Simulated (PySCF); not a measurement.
C₃H₁₂AlNSi.
SMILES: `[CH2]([Al]([NH]C)[CH3])[SiH3]`

A linear-response calculation (PySCF, def2-SVPD basis, gas phase, vertical, core orbitals frozen in the response) gave these numbers; the functional is withheld.

Orbital energies (eV): HOMO-3 -10.47, HOMO-2 -10.05, HOMO-1 -9.02, HOMO -8.09, LUMO 0.43, LUMO+1 0.87, LUMO+2 1.54.

```tsv
state	E (eV)	f	main configurations (H = HOMO, L = LUMO)
S1	5.64	0.017	H→L (83%), H→L+3 (8%)
S2	6.18	0.135	H→L+1 (93%)
S3	6.47	0.019	H-1→L+1 (90%)
S4	6.70	0.090	H-1→L (87%)
S5	6.81	0.0071	H→L+3 (61%), H→L+5 (16%)
S6	6.90	0.017	H→L+2 (72%), H→L+4 (9%)
```

Triplets (Tamm–Dancoff): T1 5.17 eV, H→L+1 (85%); T2 5.39 eV, H→L (75%); T3 6.14 eV, H-1→L+1 (89%); T4 6.33 eV, H-1→L (81%).

Vertical ionisation energy by ΔSCF with the same functional: 8.80 eV. Mean static polarisability: 99.3 au.

Task: Which of these was used?
A. CAM-B3LYP
B. PBE
C. PBE0
D. HF

Result: A. CAM-B3LYP is range-separated, 19% exact exchange at short range and 65% at long range (ω = 0.33 bohr⁻¹). In this run −ε(HOMO) = 8.09 eV differs from the ΔSCF value by -0.72 eV, and S1 differs from the orbital gap of 8.51 eV by -2.88 eV. The ratio −ε(HOMO)/IP is 0.92. Usual ranges for neutral molecules in this basis: 0.85 to 0.93 with CAM-B3LYP, 0.5 to 0.7 with PBE, 0.7 to 0.83 with PBE0; Hartree–Fock can't fall below 1, since the ion's relaxation only lowers the ΔSCF value. The other options: PBE, a GGA without exact exchange; HF, time-dependent Hartree–Fock, 100% exact exchange; PBE0, a global hybrid with 25% exact exchange.

Theory: TDDFT CAM-B3LYP/def2-SVPD, vertical, gas phase, core orbitals frozen in the response (PySCF). Geometry: PBE0-D3(BJ)/def2-SVP, one conformer, isolated molecule.

The values belong to the conformer `[CH3:1][NH:2][Al:3]([CH3:4])[CH2:5][SiH3:6]`: C1–N2–Al3–C4 179°, N2–Al3–C5–Si6 83°.
